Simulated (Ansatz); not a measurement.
Ansatz results at the PBE0-D4/def2-TZVP geometry: zero-point energy (PBE0-D4/def2-TZVP) 167.3 kJ/mol; LUMO energy (ωB97M-V/def2-TZVPP) 1.81 eV; size of the dipole moment (PBE/def2-TZVPP) 1.35 D.

Each molecule was computed in one conformer, which needn't be the lowest.

Task: Which molecule gave them?
A. `NC1(F)BN1`
B. `ClC1=C(Cl)[SiH2]1`
C. `N=C(N)BF`
D. `CC1B[SiH2]1`

Result: A. The others give `CC1B[SiH2]1`: 216.4, 0.59, 1.18; `ClC1=C(Cl)[SiH2]1`: 78.8, 0.92, 1.36; `N=C(N)BF`: 168.6, 0.26, 1.69.
